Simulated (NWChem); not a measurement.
System: BH₂, doublet; SMILES [BH2]

NWChem input:

```
start job
memory heap 200 mb stack 900 mb global 1100 mb
geometry units angstroms noautosym nocenter noautoz
  B      0.000000     0.000000     0.157040
  H      1.071653     0.000000    -0.367105
  H     -1.071653     0.000000    -0.367105
end
basis spherical
  * library def2-svp
end
dft
  odft
  mult 2
  xc pbe0
  iterations 150
end
property
  efieldgrad
end
task dft property
```

In the optimisation the excess spin sits in a1 (C2v, its own frame). Coordinates come from a B3LYP/6-31G* (spherical d), spin-unrestricted optimisation. No stability test was run on the SCF state.

Vzz is the largest principal value of the second derivative of the potential at the nucleus (NWChem prints the opposite sign); η is the asymmetry. Non-relativistic.

Atoms are numbered as in the input.

### Question
Give the results of this calculation. (PBE0/def2-SVP, spin-unrestricted.) Quantities: Vzz B1 (a.u.); η B1.

### Answer
| Item | Value |
|---|---|
| Vzz B1 (a.u.) | 0.560 |
| η B1 | 0.26 |
